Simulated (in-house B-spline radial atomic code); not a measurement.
A run on an ion of nuclear charge 40 with 40.7 electrons that did not converge. Method: scalar-relativistic (X2C) OLYP, spin-polarised, spherical fractional occupations, Fermi nucleus of rms radius 4.2694 fm; computed with an all-electron radial atomic-structure program (B-spline basis).

Command:
```bash
python run_scf.py task.json out
```
Settings (nuclear radius in fm, mass in u):
```
Z                40
configuration    [Kr] 4d2.7 5s2
hamiltonian      x2c
method           optx,lyp
spin_polarised   True
nucleus          fermi
rms_radius       4.2694
atomic_mass      89.9047
speed_of_light   137.035999084
```

First and last ten iterations of the last attempt (damped for 15 steps, keeping 80 % of the old Fock matrix, then DIIS):
```
 iter        energy (Eh)    residual
    1       -3597.411888    4.06e-01
    2       -3597.595217    1.75e-01
    3       -3598.523355    1.05e-01
    4       -3598.977643    6.54e-02
    5       -3599.193097    4.48e-02
    6       -3599.291088    3.11e-02
    7       -3599.333122    2.06e-02
    8       -3599.349862    1.32e-02
    9       -3599.356073    8.66e-03
   10       -3599.358327    6.83e-03
  111       -3598.184962    5.60e-02
  112       -3598.184812    5.60e-02
  113       -3598.184947    5.60e-02
  114       -3598.184591    5.60e-02
  115       -3598.184838    5.60e-02
  116       -3599.359933    1.20e-03
  117       -3599.359926    1.21e-03
  118       -3599.359936    1.19e-03
  119       -3599.360156    4.87e-04
  120       -3598.184915    5.61e-02
 not converged after 120 iterations
```

The smallest residual met was 2.7e-04; the threshold is about 4e-07. No energy from this run should be used. The likely cause: this method binds the added charge weakly or not at all at the basis-set limit, so charge moves back and forth between the atom and the box. Cost of the run: 2.8 s on 1 thread of Arm Neoverse V2 (shared host).
